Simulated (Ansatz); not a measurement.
Molecule: BiF$_{2}$, net charge 1, singlet state. It need not be the lowest isomer of its formula. 
Coordinates optimised at B3LYP-D3(BJ)/def2-TZVP (Ansatz, a quantum-chemistry and plane-wave program):
```xyz
3

Bi     0.2024     0.0919     0.0717
F     -1.0953     0.6639    -1.2684
F     -0.7714    -1.5116     0.6075
```
Charge +1, spin multiplicity 1.

Basis-set convergence of Hartree-Fock and CCSD correlation energies (hartree) with Ansatz. Valence correlation only, unless marked. No spin-orbit coupling. Frozen are the shells of the preceding noble gas and the d and f shells that filled before the atom's block. Past Kr the def2 sets carry scalar-relativistic core potentials.

```
basis        functions       E(HF)  E(corr, CCSD)
-----------  ---------  ----------  -------------
def2-SVPD           78  -412.00660       -0.48030
def2-TZVPPD        136  -412.26542       -0.60317
def2-QZVPPD        220  -412.27860       -0.65067
```

Extrapolating the two largest sets (X = 3 and 4) as X^-3: E(corr) = (64·(-0.65067) - 27·(-0.60317))/37 = -0.6853 Eh, an estimate of the basis-set limit. The largest set recovers 94.9 % of it, the smallest 70.1 %.
